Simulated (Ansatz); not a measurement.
Input file for Ansatz (an electronic-structure program): R-RI-MP2/aug-cc-pV(T+d)Z on AlH3 (SMILES [AlH3]). Files ending in .json are basis or fitting sets from the Basis Set Exchange.

Ansatz 0.2 input:
```yaml
crystal:
  periodic: [false, false, false]
  atoms:
    - {symbol: Al, position_ang: [0.07526809, -0.21232265, 0.65208523]}
    - {symbol: H, position_ang: [-1.44492903, -0.37966063, 0.19925407]}
    - {symbol: H, position_ang: [0.73711429, 1.20981120, 0.36304700]}
    - {symbol: H, position_ang: [1.01513339, -1.50009040, 0.62713314]}
basis:
  gaussian:
    orbitals: aug-cc-pV_T+d_Z.json
    fitting: {mean_field: def2-universal-JKFIT, correlation: aug-cc-pVTZ-RIFIT.json}
magnetization: {spin_polarized: false}
correlation: {method: mp2, electrons: outside_noble_gas}
scf: {lower_state_search: off}
```

**Question.** Predict the final total energy.

**Answer.** -243.7354 hartree.
